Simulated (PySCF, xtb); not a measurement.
C7H5N3S, SMILES c1ccnc(-c2sccn2)n1. The values are those of a single conformer.

Harmonic wavenumbers (cm⁻¹) from GFN2-xTB in xtb at its own minimum, in rising order: 46, 89, 100, 212, 312, 355, 396, 405, 517, 605, 608, 621, 705, 753, 758, 759, 789, 836, 875, 915, 933, 969, 1029, 1060, 1106, 1111, 1136, 1214, 1247, 1276, 1329, 1386, 1406, 1412, 1536, 1547, 1570, 3049, 3051, 3109, 3135, 3171.

### Question
What does B3LYP-D3(BJ)/def2-SVP in PySCF 2.14.0 give at its own minimum? (An estimate is asked for; the answer gives what the named calculation found.)

### Answer
63, 103, 138, 249, 333, 415, 423, 466, 567, 640, 657, 666, 747, 751, 776, 819, 851, 891, 920, 1003, 1017, 1018, 1039, 1074, 1098, 1111, 1195, 1287, 1294, 1347, 1361, 1453, 1468, 1477, 1582, 1612, 1638, 3151, 3155, 3208, 3214, 3256. Paired by order, the mean absolute difference is 50 cm⁻¹ and the zero-point energies are 67.8 and 70.8 kcal/mol.
